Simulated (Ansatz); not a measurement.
Cartesian coordinates (Å):
```xyz
7

O     -1.1399    -1.1832     0.4814
Al     0.0000    -0.0001     0.0736
O     -0.4935     1.5995    -0.1780
O      1.6333    -0.4164    -0.0825
H     -2.0736    -0.9931     0.5805
H      0.1160     2.3012    -0.4100
H      1.9576    -1.3079     0.0507
```
Charge 0, spin multiplicity 1.

All values below come from frozen-core CCSD(T)/cc-pVTZ // B3LYP-D3(BJ)/def2-TZVP in Ansatz (a quantum-chemistry and plane-wave program).

```json
{
  "HF energy": "-468.54004 Ha",
  "MP2 correlation energy": "-0.80611 Ha"
}
```

**Question.** Estimate the CCSD correlation energy, the (T) correction, the total energy and the T1 diagnostic.

**Answer.** 
- CCSD correlation energy = -0.81180 Ha
- (T) correction = -0.02761 Ha
- CCSD(T) total energy = -469.37945 Ha
- T1 diagnostic = 0.012
